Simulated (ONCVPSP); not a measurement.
Os: one change to an ONCV potential, before and after

Os (Z = 76), optimised norm-conserving Vanderbilt (ONCV), made with ONCVPSP 4.0.1 (PBE, fully relativistic). Core [Kr] 4d10 4f14, reference 5s2 5p6 5d7 6s1. Waves: 5s+6s: rc 1.60 bohr, ncon 4, nbas 7, qcut 5.7 1/bohr, 2 projectors; 5p: rc 1.50 bohr, ncon 4, nbas 7, qcut 8.5 1/bohr, 2 projectors, debl 3.3 Ha; 5d: rc 1.60 bohr, ncon 4, nbas 7, qcut 5 1/bohr, 2 projectors, debl 0.9 Ha. Local part: polynomial inside 1.25 bohr (lpopt 5, dvloc0 4 Ha). Core correction: Teter function, fcfact 3.25, rcfact 1.6.

Open shells are filled in proportion to 2j + 1.

Change: d: qcut 7.5.

Cutoffs: the cutoffs (Ha) at which the residual kinetic energy of the hardest occupied pseudo-wave falls to 1 and 0.1 mHa per electron; they do not see the model core or the augmentation charge, which bear on the density cutoff. Errors are all-electron minus pseudo energies relative to the spin-unpolarised reference configuration.

What does the change do?

The potential gets softer (28 Ha and 60 Ha → 27 Ha and 46 Ha); the errors of the 4 common tests hardly move; neither file shows a bound ghost.

```tsv
quantity	base	changed
cutoff, loose	28 Ha	27 Ha
cutoff, tight	60 Ha	46 Ha
loose cutoff by channel	s 17 Ha, p 27 Ha, d 28 Ha	s 17 Ha, p 27 Ha, d 17 Ha
bound ghosts	none	none
GHOST(+) flags under 300 eV	none	none
error for 5s2 5p6 5d6 6s2, meV [ΔE -0.31 eV]	-9.4	-9.3
error for 5s2 5p6 5d6 6s1, meV [ΔE 9.28 eV]	-2.3	-2.4
error for 5s2 5p6 5d6 6s0, meV [ΔE 26.20 eV]	-2.8	-2.8
error for 5s2 5p6 5d6 6s1.5, meV [ΔE 3.61 eV]	-5.4	-5.3
s: phases at 1.63 bohr within 0.05 rad from the reference energy up to (Ha; the scan ends near 5)	to the end of the scan	to the end of the scan
p3/2: phases at 1.52 bohr within 0.05 rad from the reference energy up to (Ha; the scan ends near 5)	to the end of the scan	to the end of the scan
p1/2: phases at 1.52 bohr within 0.05 rad from the reference energy up to (Ha; the scan ends near 5)	to the end of the scan	to the end of the scan
d5/2: phases at 1.63 bohr within 0.05 rad from the reference energy up to (Ha; the scan ends near 5)	to the end of the scan	to the end of the scan
d3/2: phases at 1.63 bohr within 0.05 rad from the reference energy up to (Ha; the scan ends near 5)	to the end of the scan	to the end of the scan
rms error of d²Exc/dni dnj with the model core, mHa	2.46	2.45
```
